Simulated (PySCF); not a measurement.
## Electronic structure of Xe (xenon, neutral) at the B2PLYP level

Configuration: [Kr] 4d10 5s1 5p6 6p1, high-spin 3P determinant (an excited configuration). Computed with PySCF 2.14 in aug-cc-pVTZ-PP with ECP28MDF (6s5p4d2f, 55 functions), with a scalar-relativistic core potential.

- Total energy, PT2 part included: -328.2447 hartree
- One-electron energy: -565.3894 hartree
- Hartree (Coulomb) energy: 260.3011 hartree
- Exchange-correlation energy: -23.0818 hartree
- PT2 correlation before scaling by 0.27: -0.27634 hartree
- ⟨S²⟩: 2.0053
- ⟨L²⟩: 2.001
- Sum of ⟨r⟩: 35.80 bohr
- Sum of ⟨r²⟩: 88.24 bohr²
- Traceless quadrupole moment −½Σ⟨3z² − r²⟩ along its main axis: -14.9 e·bohr²

| shell | electrons | mean orbital energy (hartree) | spread (hartree) | rms radius, mean of both spins (bohr) |
| --- | --- | --- | --- | --- |
| 4s α | 1 | -8.10625 | 0 | 0.768 |
| 4s β | 1 | -8.08811 | 0 | 0.768 |
| 4p α | 3 | -5.94085 | 0.00146 | 0.820 |
| 4p β | 3 | -5.92933 | 0.00261 | 0.820 |
| 4d α | 5 | -2.68448 | 0.00204 | 0.935 |
| 4d β | 5 | -2.67259 | 0.00282 | 0.935 |
| 5s α | 1 | -1.10839 | 0 | 1.93 |
| 5p α | 3 | -0.58080 | 0.00311 | 2.34 |
| 5p β | 3 | -0.51233 | 0.00774 | 2.34 |
| 6p α | 1 | -0.04294 | 0 | 6.14 |

Energies and moments cover only the electrons outside the core potential. The outer electron is Rydberg-like, and this basis confines it to a smaller radius and binds it less than a complete one would.

The orbital energies are those of the SCF part of the double hybrid.
